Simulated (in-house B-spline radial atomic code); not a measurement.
How numerical settings move a run on Se, [Ar] 3d10 4s2 4p4. Computed with an all-electron radial atomic-structure program (B-spline basis): non-relativistic Hartree-Fock, average of configuration, point nucleus.

Command:
```bash
python run_scf.py task.json out
```
Settings of the sound reference run:
```
Z                34
electrons        34
configuration    [Ar] 3d10 4s2 4p4
hamiltonian      nr
method           hf
spin_polarised   False
knot_spacing     0.22
spline_order     8
gauss_points     12
box_radius       50
max_iterations   70
damping          0.5
damped_steps     3
diis_vectors     10
tolerance        1e-08
start            Thomas-Fermi
```

Cost of the run: 0.07 s on 1 thread of Intel(R) Xeon(R) 6975P-C (shared host).

It converges in 10 iterations to -2399.843214 hartree, with 4p at -10.6806 eV. The other runs change the listed settings, some to values that make no sense; their results aren't properties of the atom or ion. Radii are in bohr (the nuclear one in fm), a minus after a letter asks for a j subshell, and «unchanged» means within 1e-8 hartree. The run stops when the residual is below 10 × tolerance × max(1, Z/10), or a noise floor if that is larger, and the energy moves by less than 1e-8 × √|E| hartree; so very loose and very tight tolerances often act alike.

```tsv
changed settings	outcome
box_radius = 7.5	converged in 10 iterations, energy +1.70e-03 hartree from the reference, 4p level +6.8e-02 eV (the program warns: 4p reaches the box edge; 4s reaches the box edge)
first_knot = 0.0294	converged in 10 iterations, energy unchanged
box_radius = 3	converged in 9 iterations, energy +1.60e+00 hartree from the reference, 4p level +1.5e+01 eV (the program warns: 4p has a positive eigenvalue: unbound, held by the box; 3s reaches the box edge)
box_radius = 5	converged in 9 iterations, energy +6.95e-02 hartree from the reference, 4p level +1.4e+00 eV (the program warns: 4p reaches the box edge; 4s reaches the box edge)
knot_spacing = 0.75, gauss_points = 8, box_radius = 7.5, max_iterations = 100	converged in 10 iterations, energy +7.69e-01 hartree from the reference, 4p level +6.0e-02 eV (the program warns: 4p reaches the box edge; 4s reaches the box edge)
first_knot = 2.94e-05	converged in 8 iterations, energy unchanged, 4p level +1.9e-04 eV
spline_order = 6, first_knot = 0.00882, max_iterations = 75, start = bare nucleus	converged in 12 iterations, energy +1.30e-06 hartree from the reference, 4p level -1.2e-06 eV
electrons = 35, configuration = [Ar] 3d10 4s2 4p4 1f1, max_iterations = 100	stopped with error: there is no 1f shell
box_radius = 10	converged in 10 iterations, energy +3.76e-05 hartree from the reference, 4p level +2.5e-03 eV (the program warns: 4p reaches the box edge; 4s reaches the box edge)
hamiltonian = dirac, spin_polarised = True, nucleus = fermi, rms_radius = 4.14, mass_number = 80, atomic_mass = 79.91652, speed_of_light = 137.036	stopped with error: spin polarisation is not served with the Dirac Hamiltonian
box_radius = 2	converged in 9 iterations, energy +1.02e+01 hartree from the reference, 4p level +6.8e+01 eV (the program warns: 4p has a positive eigenvalue: unbound, held by the box; 4s has a positive eigenvalue: unbound, held by the box)
electrons = 37, configuration = [Ar] 3d10 4s2 4p4 5s3, max_iterations = 100	stopped with error: shell 5s holds at most 2 electrons
max_iterations = 60, damping = 0, damped_steps = 1	converged in 9 iterations, energy unchanged, 4p level -3.9e-06 eV
max_iterations = 2	not converged after 2 iterations, last residual 9.2e-02, last energy +1.69e-01 hartree from the reference
```

Task: What happens with max_iterations = 3?

Result: Not converged after 3 iterations, last residual 1.7e-02, last energy +4.90e-03 hartree from the reference.

Task: What happens with max_iterations = 5?

Result: Not converged after 5 iterations, last residual 1.5e-03, last energy +5.47e-05 hartree from the reference.

Task: What happens with first_knot = 0.000294?

Result: Converged in 9 iterations, energy unchanged, 4p level -1.0e-05 eV.

Task: What happens with spline_order = 3, gauss_points = 5, max_iterations = 100, damping = 0.2, diis_vectors = 1?

Result: Converged in 35 iterations, energy +5.73e-02 hartree from the reference, 4p level -1.1e-03 eV.
